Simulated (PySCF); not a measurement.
C4H9Cl2Sn, doublet, at a GFN2-xTB geometry (such geometries of metal compounds can be far from the true shape) (the spin is typed, not shown lowest) (all electrons, no relativity); WB97X/STO-3G run with PySCF.

Here is a job for PySCF.
```python
from pyscf import gto, scf, dft

mol = gto.Mole()
mol.atom = '''
    Sn    0.81022789    0.72105670    0.28106262
    C     0.15719912   -1.48779757   -0.76240123
    C    -0.58408643   -1.26538112   -2.03383495
    C    -1.10781266   -2.59526695   -2.62359963
    C    -2.21520923   -3.21874497   -1.78679294
    H     1.09432883   -2.02572516   -0.86378185
    H    -0.44152109   -1.84172039    0.06901036
    H    -1.43877210   -0.60732449   -1.86604510
    H     0.06972827   -0.80625581   -2.77927225
    H    -1.48975664   -2.38203456   -3.62402429
    H    -0.27672459   -3.29665598   -2.72238262
    H    -3.02007898   -2.50508840   -1.62748533
    H    -1.84433898   -3.54193412   -0.81791744
    H    -2.62327716   -4.08686303   -2.29969426
    Cl    0.76106071    0.18939230    2.61740253
    Cl   -1.23409172    1.95436718    0.07190539
'''
mol.basis = 'sto-3g'
mol.spin = 1
mol.verbose = 5
mol.build()

mf = dft.UKS(mol)
mf.xc = 'wb97x'
mf.kernel()
mf.analyze()
```

**Question.** Write the output that PySCF gives for this input, abridged.

**Answer.** 
```
PySCF version 2.14.0

[INPUT] verbose = 5
[INPUT] max_memory = 4000
[INPUT] num. atoms = 16
[INPUT] num. electrons = 117
[INPUT] charge = 0
[INPUT] spin (= nelec alpha-beta = 2S) = 1
[INPUT] symmetry False subgroup None
[INPUT] Mole.unit = angstrom
[INPUT] Symbol           X                Y                Z      unit          X                Y                Z       unit  Magmom
[...]
[INPUT] ---------------- BASIS SET ----------------
[INPUT] l, kappa, [nprim/nctr], expnt,             c_1 c_2 ...
[INPUT] Sn
[...]
                                978.2371611       0.5353281423
                                264.7491522       0.4446345422
[...]
                                109.6946243       0.3995128261
                                35.67609636       0.7001154689
[...]
                                18.043066         0.2175436044
                                6.96157579        0.9166769611
[...]
                                2.174045204       0.0576109534
                                0.9570200509      1.115578745
[...]
                                0.3357601616      -0.1972567438
                                0.1483111678      1.375495512
[...]
                                109.6946243       0.6076837186
                                35.67609636       0.3919573931
[...]
                                18.043066         0.5777664691
                                6.96157579        0.4846460366
[...]
                                2.174045204       0.5852047641
                                0.9570200509      0.543944204
[...]
                                0.3357601616      0.629032369
                                0.1483111678      0.6662832743
[...]
                                18.043066         0.6555473627
                                6.96157579        0.286573259
[...]
                                2.174045204       0.6686785577
                                0.9570200509      0.3052468245
[INPUT] C
[...]
                                13.045096         0.53532814
                                3.5305122         0.44463454
[...]
                                0.6834831         0.39951283
                                0.2222899         0.70011547
[...]
                                0.6834831         0.60768372
                                0.2222899         0.39195739
[INPUT] H
[...]
                                0.62391373        0.53532814
                                0.1688554         0.44463454
[INPUT] Cl
[...]
                                109.5358542       0.5353281423
                                29.64467686       0.4446345422
[...]
                                9.053563477       0.3995128261
                                2.944499834       0.7001154689
[...]
                                0.5940934274      0.2255954336
                                0.232524141       0.900398426
[...]
                                9.053563477       0.6076837186
                                2.944499834       0.3919573931
[...]
                                0.5940934274      0.5951670053
                                0.232524141       0.462001012

nuclear repulsion = 894.7135002026
number of shells = 42
number of NR pGTOs = 222
number of NR cGTOs = 74
basis = sto-3g
ecp = {}

******** <class 'pyscf.dft.uks.UKS'> ********
method = UKS
initial guess = minao
damping factor = 0
level_shift factor = 0
DIIS = <class 'pyscf.scf.diis.CDIIS'>
diis_start_cycle = 1
diis_space = 8
diis_damp = 0
SCF conv_tol = 1e-09
SCF conv_tol_grad = None
SCF max_cycles = 50
direct_scf = True
direct_scf_tol = 1e-13
number electrons alpha = 59  beta = 58
XC library pyscf.dft.libxc version 7.1.2
    S. Lehtola, C. Steigemann, M. J. T. Oliveira, and M. A. L. Marques,  SoftwareX 7, 1–5 (2018)
XC functionals = wb97x
    J.-D. Chai and M. Head-Gordon,  J. Chem. Phys. 128, 084106 (2008)
radial grids:
    Treutler-Ahlrichs [JCP 102, 346 (1995); DOI:10.1063/1.469408] (M4) radial grids

[...]
converged SCF energy = -7031.92610730527  <S^2> = 0.7644808  2S+1 = 2.0144288
Total Energy =                       -7031.926107305266669
[...]
spin_pop of  0 Sn 5px       0.29514
spin_pop of  0 Sn 5py       0.12971
spin_pop of  0 Sn 5pz       0.00380
spin_pop of  0 Sn 3dxy      0.00000
spin_pop of  0 Sn 3dyz      0.00000
spin_pop of  0 Sn 3dz^2    -0.00000
spin_pop of  0 Sn 3dxz      0.00000
spin_pop of  0 Sn 3dx2-y2    0.00000
spin_pop of  0 Sn 4dxy     -0.00005
spin_pop of  0 Sn 4dyz     -0.00000
spin_pop of  0 Sn 4dz^2    -0.00023
spin_pop of  0 Sn 4dxz      0.00009
spin_pop of  0 Sn 4dx2-y2   -0.00002
spin_pop of  1 C 1s       -0.00001
spin_pop of  1 C 2s        0.02472
spin_pop of  1 C 2px       0.03302
spin_pop of  1 C 2py       0.20300
spin_pop of  1 C 2pz       0.02461
spin_pop of  2 C 1s        0.00000
spin_pop of  2 C 2s       -0.00232
spin_pop of  2 C 2px      -0.00243
spin_pop of  2 C 2py      -0.00336
spin_pop of  2 C 2pz      -0.00472
spin_pop of  3 C 1s        0.00000
spin_pop of  3 C 2s        0.00290
spin_pop of  3 C 2px       0.00238
spin_pop of  3 C 2py       0.00763
spin_pop of  3 C 2pz       0.00279
spin_pop of  4 C 1s        0.00000
spin_pop of  4 C 2s       -0.00007
spin_pop of  4 C 2px      -0.00029
spin_pop of  4 C 2py      -0.00007
spin_pop of  4 C 2pz      -0.00003
spin_pop of  5 H 1s       -0.00927
spin_pop of  6 H 1s       -0.00500
spin_pop of  7 H 1s        0.00221
spin_pop of  8 H 1s        0.00279
spin_pop of  9 H 1s        0.00082
spin_pop of  10 H 1s       -0.00070
spin_pop of  11 H 1s        0.00010
spin_pop of  12 H 1s       -0.00001
spin_pop of  13 H 1s        0.00013
spin_pop of  14 Cl 1s        0.00000
spin_pop of  14 Cl 2s        0.00000
spin_pop of  14 Cl 3s        0.00031
spin_pop of  14 Cl 2px       0.00001
spin_pop of  14 Cl 2py       0.00001
spin_pop of  14 Cl 2pz       0.00000
spin_pop of  14 Cl 3px       0.02292
spin_pop of  14 Cl 3py       0.02059
spin_pop of  14 Cl 3pz       0.01154
spin_pop of  15 Cl 1s        0.00000
spin_pop of  15 Cl 2s        0.00000
spin_pop of  15 Cl 3s        0.00032
spin_pop of  15 Cl 2px       0.00003
spin_pop of  15 Cl 2py      -0.00000
spin_pop of  15 Cl 2pz      -0.00000
spin_pop of  15 Cl 3px       0.06299
spin_pop of  15 Cl 3py      -0.00811
spin_pop of  15 Cl 3pz      -0.00137
 ** Mulliken Spin Density (per atom)  **
spin density of  0 Sn =      0.61196
spin density of  1 C =      0.28534
spin density of  2 C =     -0.01282
spin density of  3 C =      0.01571
spin density of  4 C =     -0.00046
spin density of  5 H =     -0.00927
spin density of  6 H =     -0.00500
spin density of  7 H =      0.00221
spin density of  8 H =      0.00279
spin density of  9 H =      0.00082
spin density of  10 H =     -0.00070
spin density of  11 H =      0.00010
spin density of  12 H =     -0.00001
spin density of  13 H =      0.00013
spin density of  14 Cl =      0.05538
spin density of  15 Cl =      0.05384
 ** Mulliken pop alpha/beta on meta-lowdin orthogonal AOs **
 ** Mulliken pop       alpha | beta **
In total            59.00000 | 58.00000
 ** Mulliken atomic charges   ( Nelec_alpha | Nelec_beta ) **
charge of  0Sn =      0.69061  (    24.96067     24.34871 )
charge of  1C =     -0.13298  (     3.20916      2.92382 )
charge of  2C =     -0.07668  (     3.03193      3.04475 )
charge of  3C =     -0.06506  (     3.04038      3.02468 )
charge of  4C =     -0.14025  (     3.06989      3.07036 )
charge of  5H =      0.04574  (     0.47249      0.48177 )
charge of  6H =      0.05114  (     0.47193      0.47693 )
charge of  7H =      0.04925  (     0.47648      0.47427 )
charge of  8H =      0.04220  (     0.48029      0.47751 )
charge of  9H =      0.04269  (     0.47907      0.47824 )
charge of  10H =      0.03924  (     0.48003      0.48073 )
charge of  11H =      0.04679  (     0.47665      0.47656 )
charge of  12H =      0.04478  (     0.47760      0.47762 )
charge of  13H =      0.04764  (     0.47624      0.47612 )
charge of  14Cl =     -0.34223  (     8.69880      8.64342 )
charge of  15Cl =     -0.34287  (     8.69836      8.64451 )
Dipole moment(X, Y, Z, Debye):  2.88248, -1.40433, -3.47151
```
